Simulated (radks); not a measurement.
The numbers below are computed, except where a source is named.
All-electron atom: In III in [Kr] 4d10 5s1 (the NIST ground configuration). Level of theory: non-relativistic Kohn-Sham, LDA (Slater exchange, Perdew-Wang correlation), spin-unpolarised, spherical densities, point nucleus; relativity is left out, which matters for an element this heavy (a radial shooting solver on a logarithmic mesh with Libxc functionals).

Normalised radial functions P(r) = r R(r), r in bohr:

```
   r/bohr * 4s, o 4p (the largest magnitude, 1.25, reaches the edge; | marks zero, & curves that meet)
 0.002754                             o *
 0.003644                             o  *
  0.00486                             o  *
  0.00643                             o   *
 0.008577                             |o   *
  0.01135                             |o    *
  0.01514                             | o   *
  0.02003                             |  o  *
   0.0265                             |   &
  0.03534                             | *   o
  0.04676                           * |       o
  0.06237                      *      |        o
  0.08252                   *         |        o
   0.1101                    *        |    o
   0.1456                           & |
   0.1927                   o         |       *
    0.257               o             |              *
     0.34                   o         |           *
   0.4535                          *  |   o
   0.6001         *                   |                 o
   0.8003  *                          |                         o
    1.059        *                    |                     o
    1.401                  *          |            o
    1.869                         *   |    o
    2.473                            *|o
    3.298                             &
    4.364                             &
     5.82                             &
      7.7                             &
```

4s: eigenvalue -128.42 eV, 3 radial nodes at r = 0.0400, 0.156, 0.430 bohr, <r> = 0.878 bohr, 90 % of the charge inside 1.27 bohr. 4p: eigenvalue -93.939 eV, 2 radial nodes at r = 0.136, 0.425 bohr, <r> = 0.934 bohr, 90 % of the charge inside 1.38 bohr.
